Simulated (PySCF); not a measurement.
Work out the structure from these simulated measurements.

Formula: C5H6F3N.

- Rotational structure: rotational constants A, B, C: 2.842, 1.089, 0.949 GHz [PBE0-D3(BJ)/def2-SVP]
- UV, strongest line: among the 10 lowest singlet transitions: S2 at 5.71 eV (217 nm, f = 0.209) [TDDFT B3LYP/def2-SVPD]
- Polarisability: 71.3 au [B3LYP/def2-SVPD]
- 13C NMR: chemical shifts (computed TMS as zero) by class: 160.7 (1 C), 131.2 (1 C), 128.2 (1 C), 115.9 (1 C), 46.0 (1 C) ppm [GIAO KT3/pcSseg-1]
- 1H NMR: chemical shifts (computed TMS as zero) by class: 10.29 (1 H), 6.28 (1 H), 5.73 (1 H), 5.43 (1 H), 2.83 (2 H) ppm [GIAO KT3/pcSseg-1]
- Couplings: largest of the computed one-bond spin–spin couplings (means over like bonds): 19F–13C -342.8 (×3), 13C–1H +174.6, 13C–1H +166.8, 13C–1H +164.5, 13C–1H +137.5 (×2), 15N–1H -48.0 Hz [B3LYP/pcJ-1, spin–dipole term left out for some pairs]

Gas-phase values; electronic properties from PySCF, density fitting. Levels stand in brackets. Geometry: PBE0-D3(BJ)/def2-SVP, one conformer, isolated molecule. NMR values are class means; diastereotopic atoms form classes of their own.

Q: What is the compound? Reason from the data.

A: Numbering: `[H]/[N:4]=[C:3](\[CH:2]=[CH2:1])[CH2:5][C:6]([F:7])([F:8])[F:9]`. Its formula, C5H6F3N, gives 2 degrees of unsaturation: 0 rings and 2 π bonds in the structure found. 5 carbons fall into 5 classes; from least to most shielded: imine carbon [C3] (160.7 ppm), alkene CH carbon [C2] (131.2 ppm), CF3 carbon [C6] (128.2 ppm), terminal =CH2 carbon [C1] (115.9 ppm), chain CH2 carbon [C5] (46.0 ppm). Hydrogen classes from least to most shielded: 1 H on an imine nitrogen, N4 (10.29 ppm), 1 H on an alkene CH carbon, C2 (6.28 ppm), 1 H on a terminal =CH2 carbon, C1 (5.73 ppm), 1 H on a terminal =CH2 carbon, C1 (5.43 ppm), 2 H on a chain CH2 carbon, C5 (2.83 ppm). The couplings run between: -342.8 Hz, fluorine of a CF3 group [F7] and CF3 carbon [C6] (with 2 like pairs); +174.6 Hz, terminal =CH2 carbon [C1] and its hydrogen; +166.8 Hz, alkene CH carbon [C2] and its hydrogen; +164.5 Hz, terminal =CH2 carbon [C1] and its hydrogen; +137.5 Hz, chain CH2 carbon [C5] and its hydrogen (with 1 like pair); -48.0 Hz, imine nitrogen [N4] and its hydrogen. The optimised geometry has point group C1 and is an asymmetric top. Structure: `[H]/N=C(\C=C)CC(F)(F)F`. Computed isomers that give other values at the same levels: `[H]/N=C1\CC[C@H]1C(F)(F)F` (rotational constant A: 2.605 GHz; this holds for the one conformer computed). The assignments are read from this structure; whether some other isomer fits the data as well wasn't checked.

Conformer computed: `[H]/[N:4]=[C:3](\[CH:2]=[CH2:1])[CH2:5][C:6]([F:7])([F:8])[F:9]`: C1–C2–C3–N4 26°, C2–C3–C5–C6 63°, C3–C5–C6–F7 55°.
